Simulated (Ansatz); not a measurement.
Consider the ligand exchange at the Al–F bond: `C=C[CH2][AlH][F]` + HCl → `C=C[CH2][AlH][Cl]` + H–F.

Computed with Ansatz on PBE0-D4/def2-TZVP structures; ΔE is electronic, products minus reactants. CCSD(T)/CBS is the MP2 limit (def2-TZVPP, def2-QZVPP) plus CCSD(T) − MP2 in def2-TZVPP, frozen cores. This one scheme is used for every species. Functionals use def2-TZVPP. HSE06 is defined as in plane-wave codes. One conformer a species, not always the lowest.

| level | ΔE (kcal/mol) |
| --- | --- |
| HSE06 | 4.6 |
| LC-ωPBE | 6.0 |

(1) What does CCSD(T)/CBS give? (An estimate is asked.)

Largest T1 diagnostic among the species: 0.012.

Results:

(1) Computed: +4.7 kcal/mol. The listed levels differ from it by -0.1, 1.3 kcal/mol.

Leaving LDA and LC-ωPBE aside and taking each functional with its dispersion term where it has one, the values, not all of them listed here, spread over 3.2 kcal/mol, from HSE06-D4 to CAM-B3LYP-D4. At CCSD(T), def2-SVP lies +2.2 kcal/mol from the extrapolated value and def2-TZVPP +0.7 kcal/mol.

CCSD(T)/CBS has its own doubt, a few kJ/mol and more with outer-core shells, so smaller differences from it don't rank the levels.
